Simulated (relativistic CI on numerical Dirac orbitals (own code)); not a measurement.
# Line list: Electric-dipole lines, Nd³³⁺

Calculated at this level of theory: Dirac-Coulomb-Breit CI, separate exchange-only KLI orbitals for each configuration, model QED (radiative potential, 1s self-energy scaled to tabulated hydrogen-like ionisation energies), unscaled Slater integrals (own radial code, finite nucleus).

CI space (outside the closed core [Ne]): 3s2 3p6 3d9, 3s2 3p5 3d10, 3s 3p6 3d10, 3s2 3p6 3d8 4s, 3s2 3p6 3d8 4p, 3s2 3p6 3d8 4d, 3s2 3p4 3d10 4s, 3s2 3p5 3d9 4s, 3s2 3p4 3d10 4p, 3s2 3p6 3d8 4f, 3s2 3p5 3d9 4p, 3s2 3p4 3d10 4d, 3s 3p5 3d10 4s, 3s2 3p6 3d7 4s2, 3s 3p5 3d10 4p, 3s2 3p6 3d7 4s 4p, 3s2 3p5 3d9 4d, 3s 3p6 3d9 4s, 3s2 3p6 3d8 5s, 3s2 3p6 3d7 4p2, 3s 3p5 3d10 4d, 3s2 3p6 3d8 5p, 3p6 3d10 4s, 3s2 3p6 3d7 4s 4d, 3s2 3p5 3d9 4f, 3s 3p6 3d9 4p, 3s2 3p6 3d8 5d, 3p6 3d10 4p, 3s2 3p6 3d7 4p 4d, 3s2 3p5 3d8 4s2, 3s2 3p6 3d8 5f, 3s2 3p6 3d8 5g, 3s2 3p5 3d8 4s 4p, 3p6 3d10 4d, 3s 3p6 3d9 4d, 3s2 3p6 3d7 4d2. Levels of other configurations are missing.

| λ vac (nm) | Lower | Upper | A (s⁻¹) | E lower (eV) | E upper (eV) |
| --- | --- | --- | --- | --- | --- |
| 0.88587 | 3s2 3p6 3d9 2D_5/2 [1] | 3s2 3p5 3d9 4d 2F°_7/2 [320] | 1.06e+13 | 0.00 | 1399.58 |
| 0.88645 | 3s2 3p6 3d9 2D_3/2 [2] | 3s2 3p5 3d9 4d 2D°_5/2 [356] | 1.30e+13 | 23.41 | 1422.07 |
| 0.88697 | 3s2 3p6 3d9 2D_3/2 [2] | 3s2 3p5 3d9 4d 2D°_3/2 [353] | 1.84e+13 | 23.41 | 1421.25 |
| 0.89036 | 3s2 3p6 3d9 2D_5/2 [1] | 3s2 3p5 3d9 4d 2P°_3/2 [308] | 1.55e+13 | 0.00 | 1392.51 |
| 0.89134 | 3s2 3p6 3d9 2D_3/2 [2] | 3s2 3p5 3d9 4d 2F°_5/2 [343] | 9.71e+12 | 23.41 | 1414.39 |
| 0.89365 | 3s2 3p6 3d9 2D_5/2 [1] | 3s2 3p5 3d9 4d 2F°_7/2 [301] | 9.88e+12 | 0.00 | 1387.39 |
| 0.89719 | 3s2 3p6 3d9 2D_5/2 [1] | 3s2 3p5 3d9 4d 2P°_3/2 [297] | 1.19e+13 | 0.00 | 1381.92 |
| 0.89772 | 3s2 3p6 3d9 2D_5/2 [1] | 3s2 3p5 3d9 4d 2D°_5/2 [295] | 1.25e+13 | 0.00 | 1381.10 |
| 0.99317 | 3s2 3p6 3d9 2D_3/2 [2] | 3s2 3p6 3d8 4f 2F°_5/2 [241] | 9.15e+13 | 23.41 | 1271.78 |
| 0.99555 | 3s2 3p6 3d9 2D_5/2 [1] | 3s2 3p6 3d8 4f 2F°_7/2 [224] | 1.02e+14 | 0.00 | 1245.38 |
| 0.99690 | 3s2 3p6 3d9 2D_5/2 [1] | 3s2 3p6 3d8 4f 2D°_5/2 [221] | 1.22e+14 | 0.00 | 1243.70 |
| 0.99796 | 3s2 3p6 3d9 2D_5/2 [1] | 3s2 3p6 3d8 4f 2G°_7/2 [220] | 3.00e+13 | 0.00 | 1242.38 |
| 0.99955 | 3s2 3p6 3d9 2D_5/2 [1] | 3s2 3p6 3d8 4f 2P°_3/2 [217] | 9.00e+13 | 0.00 | 1240.40 |
| 1.0001 | 3s2 3p6 3d9 2D_3/2 [2] | 3s2 3p6 3d8 4f 2D°_3/2 [235] | 1.23e+14 | 23.41 | 1263.14 |
| 1.0021 | 3s2 3p6 3d9 2D_3/2 [2] | 3s2 3p6 3d8 4f 2F°_5/2 [232] | 4.91e+13 | 23.41 | 1260.60 |
| 1.0033 | 3s2 3p6 3d9 2D_5/2 [1] | 3s2 3p6 3d8 4f 2D°_3/2 [215] | 1.12e+13 | 0.00 | 1235.82 |
| 1.0078 | 3s2 3p6 3d9 2D_3/2 [2] | 3s2 3p6 3d8 4f 2P°_1/2 [231] | 8.86e+13 | 23.41 | 1253.64 |
| 1.0200 | 3s2 3p6 3d9 2D_3/2 [2] | 3s2 3p6 3d8 4f 2P°_1/2 [216] | 2.66e+13 | 23.41 | 1238.95 |
| 1.0226 | 3s2 3p6 3d9 2D_3/2 [2] | 3s2 3p6 3d8 4f 2D°_3/2 [215] | 1.71e+13 | 23.41 | 1235.82 |
| 1.0235 | 3s2 3p6 3d9 2D_3/2 [2] | 3s2 3p6 3d8 4f 2F°_5/2 [213] | 9.62e+12 | 23.41 | 1234.77 |
| 1.0262 | 3s2 3p6 3d9 2D_5/2 [1] | 3s2 3p6 3d8 4f 4F°_5/2 [167] | 1.23e+13 | 0.00 | 1208.23 |
| 1.0263 | 3s2 3p6 3d9 2D_5/2 [1] | 3s2 3p6 3d8 4f 4G°_7/2 [166] | 1.28e+13 | 0.00 | 1208.10 |
| 1.0426 | 3s2 3p6 3d9 2D_3/2 [2] | 3s2 3p5 3d9 4s 2F°_5/2 [171] | 6.15e+12 | 23.41 | 1212.62 |
| 1.0582 | 3s2 3p6 3d9 2D_5/2 [1] | 3s2 3p5 3d9 4s 2F°_7/2 [135] | 6.58e+12 | 0.00 | 1171.66 |
| 1.2677 | 3s2 3p6 3d9 2D_5/2 [1] | 3s2 3p6 3d8 4p 2F°_7/2 [37] | 3.21e+12 | 0.00 | 978.02 |
| 3.1565 | 3s2 3p6 3d8 4s 2G_9/2 [16] | 3s2 3p5 3d9 4s 2F°_7/2 [262] | 2.12e+12 | 909.93 | 1302.72 |
| 3.1575 | 3s2 3p6 3d8 4s 2G_7/2 [18] | 3s2 3p5 3d9 4s 2F°_5/2 [263] | 2.06e+12 | 910.21 | 1302.87 |
| 3.9676 | 3s2 3p6 3d8 4s 2F_7/2 [7] | 3s2 3p5 3d9 4s 2D°_5/2 [139] | 1.20e+12 | 877.14 | 1189.64 |
| 3.9692 | 3s2 3p6 3d8 4s 4F_9/2 [6] | 3s2 3p5 3d9 4s 4D°_7/2 [138] | 1.18e+12 | 874.86 | 1187.23 |
| 3.9733 | 3s2 3p6 3d8 4p 2G°_9/2 [22] | 3s2 3p5 3d9 4p 2F_7/2 [230] | 1.16e+12 | 941.29 | 1253.33 |
| 4.0154 | 3s2 3p6 3d9 2D_5/2 [1] | 3s2 3p5 3d10 2P°_3/2 [3] | 8.65e+11 | 0.00 | 308.77 |
| 4.2108 | 3s2 3p6 3d8 4s 2D_5/2 [8] | 3s2 3p5 3d9 4s 2D°_5/2 [136] | 6.65e+11 | 882.27 | 1176.71 |
| 4.2251 | 3s2 3p6 3d8 4s 4F_9/2 [6] | 3s2 3p5 3d9 4s 4F°_9/2 [134] | 3.52e+11 | 874.86 | 1168.31 |
| 8.9962 | 3s2 3p6 3d8 4p 4G°_7/2 [27] | 3s2 3p6 3d8 4d 4H_9/2 [88] | 2.29e+11 | 962.96 | 1100.78 |
| 9.0369 | 3s2 3p6 3d8 4p 2G°_9/2 [22] | 3s2 3p6 3d8 4d 2H_11/2 [69] | 2.36e+11 | 941.29 | 1078.49 |
| 9.1100 | 3s2 3p6 3d8 4p 2H°_9/2 [32] | 3s2 3p6 3d8 4d 2I_11/2 [102] | 2.16e+11 | 974.59 | 1110.69 |
| 11.301 | 3s2 3p6 3d8 4p 4G°_11/2 [34] | 3s2 3p6 3d8 4d 4H_13/2 [73] | 1.48e+11 | 974.94 | 1084.65 |
| 12.109 | 3s2 3p6 3d8 4s 4F_9/2 [6] | 3s2 3p6 3d8 4p 4F°_9/2 [36] | 5.57e+10 | 874.86 | 977.25 |
| 12.162 | 3s2 3p6 3d8 4s 2D_5/2 [8] | 3s2 3p6 3d8 4p 2F°_7/2 [40] | 8.80e+10 | 882.27 | 984.22 |
| 12.250 | 3s2 3p6 3d8 4s 2F_7/2 [7] | 3s2 3p6 3d8 4p 2D°_5/2 [38] | 8.65e+10 | 877.14 | 978.35 |
| 12.290 | 3s2 3p6 3d8 4s 2F_7/2 [7] | 3s2 3p6 3d8 4p 2F°_7/2 [37] | 5.50e+10 | 877.14 | 978.02 |
| 12.312 | 3s2 3p6 3d8 4s 4P_5/2 [13] | 3s2 3p6 3d8 4p 4D°_7/2 [51] | 9.18e+10 | 904.61 | 1005.31 |
| 12.389 | 3s2 3p6 3d8 4s 4F_9/2 [6] | 3s2 3p6 3d8 4p 4G°_11/2 [34] | 9.47e+10 | 874.86 | 974.94 |
| 12.392 | 3s2 3p6 3d8 4s 4F_7/2 [11] | 3s2 3p6 3d8 4p 4G°_9/2 [46] | 9.45e+10 | 897.84 | 997.89 |
| 12.555 | 3s2 3p6 3d8 4s 2G_9/2 [16] | 3s2 3p6 3d8 4p 2H°_11/2 [55] | 9.14e+10 | 909.93 | 1008.69 |

Terms are leading LS components. Brackets give the number of a level in order of energy, since labels repeat. The list gives strong lines, with weight on those to low levels, without lines whose two gauges differ by over a factor of 2.5, among the lowest 400 of 3960 levels, so that lines to higher ones, which can be the strongest, are missing. Levels whose partners in the same complex of configurations lie outside the list can be far off, and so can their lines. Rates are taken at the computed energies, electric ones in the length gauge.

At this charge energies of transitions that change n are usually good to better than 1 %, and those within a shell (Δn = 0) to a few per cent.

LS names give the leading component of a level, which can be under half, so a name can repeat, a term be missing and a line seem to break the LS rules.
